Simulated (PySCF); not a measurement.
Compound: C11H18.
SMILES with atom numbers: `[CH3:1][C:2]1([CH:3]=[C:4]2[CH2:5][CH2:6][CH2:7]2)[CH2:8][CH2:9][CH2:10][CH2:11]1`

NICS is the negative of the GIAO shielding at a point without a nucleus: at the ring centre (0) and 1 Å above and below it (1); zz is the component along the ring normal. Level: GIAO PBE0/pcSseg-1 (PySCF, non-relativistic, gas phase) on the PBE0-D3(BJ)/def2-SVP geometry, one conformer.

Rings: 1. C2–C8–C9–C10–C11; 2. C4–C5–C6–C7.

```csv
set,NICS(0),"NICS(1), two faces","NICS(1)zz, two faces"
P,1.9,-1.2 / -0.5,2.7 / 3.3
Q,-6.0,-3.7 / -4.2,-3.6 / -6.6
```

Question: Which set (ppm) belongs to which ring?

Answer: P = 2, Q = 1.
- 1 (5-membered carbocycle; formal bonds all single): mean NICS(1)zz -5.1 ppm, shielded. C2, C8, C9, C10, C11 have four or more neighbours, so the value isn't read as a sign of a π ring current.
- 2 (4-membered carbocycle; formal bonds all single): mean NICS(1)zz 3.0 ppm, near zero. C5, C6, C7 have four or more neighbours, so the value isn't read as a sign of a π ring current.

Question: How do the rings differ in shape?

Answer: 
| ring | bond lengths (Å) | rms pucker (Å) | HOMA | nearest outside atom to a NICS(1) probe (Å) |
| --- | --- | --- | --- | --- |
| 1 | 1.539, 1.534, 1.546, 1.534, 1.543 | 0.18 | – | hydrogen 1.36 |
| 2 | 1.518, 1.547, 1.547, 1.515 | 0.09 | – | hydrogen 1.51 |
